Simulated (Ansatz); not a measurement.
B₈H₁₃⁻, relaxed as a singlet with RKS r2SCAN-D4/def2-SVPD in Ansatz, starting from the GFN1-xTB geometry. Force threshold 0.02 eV/Å.

Another isomer (singlet) lies 1.45 eV lower at PBE0-D4/def2-TZVPD; other spin states weren't run for this one.

Start:

```xyz
21

B     0.485   -0.283   -1.709
B     0.404   -0.868    1.928
B    -0.658    0.971   -0.585
B     1.602   -0.752    0.267
B     1.142    0.682   -0.490
B     0.313    0.593    1.128
B    -1.532   -0.134   -1.485
B    -1.464    0.666    0.976
H    -0.388   -1.759    1.915
H     2.779   -0.705    0.501
H    -1.912    1.675    1.456
H     0.922    0.088   -2.763
H    -2.067   -1.124   -1.093
H     1.911    1.559   -0.727
H     0.789    1.543    1.686
H    -0.703    2.119   -0.930
H    -1.925    0.239   -2.559
H     1.182   -1.876    0.245
H     1.188   -0.931    2.839
H    -2.155   -0.287    1.162
H     0.087   -1.415   -1.760
```

Estimate the energy that the relaxation releases and the steps that it takes.

1.72 eV, in 12 steps; 92 s on 4 threads of Arm Neoverse V1 on a shared host. No frequencies were taken in this run, so the end may be a saddle point.

Does the start keep its bonding?

Bonds formed: B1–B4 (atoms count from 1).

Predict the relaxed structure.


```tsv
atom	x (Å)	y (Å)	z (Å)
B1	0.542	-0.171	-1.519
B2	0.256	-0.979	1.499
B3	-0.465	1.075	-0.600
B4	1.513	-0.550	0.182
B5	1.229	0.983	-0.484
B6	0.452	0.721	1.005
B7	-1.287	-0.382	-1.213
B8	-1.355	0.579	0.906
H9	-0.647	-1.760	1.307
H10	2.685	-0.754	0.401
H11	-1.718	1.659	1.362
H12	0.942	-0.067	-2.655
H13	-1.743	-1.336	-0.625
H14	2.093	1.749	-0.806
H15	0.801	1.527	1.835
H16	-0.825	2.155	-1.007
H17	-1.883	-0.130	-2.244
H18	0.882	-1.634	0.393
H19	0.849	-1.186	2.540
H20	-2.162	-0.269	1.169
H21	-0.159	-1.230	-1.447
```
Bond lengths: 14 × B–B 1.70 to 1.99 Å; 13 × B–H 1.20 to 1.27 Å.
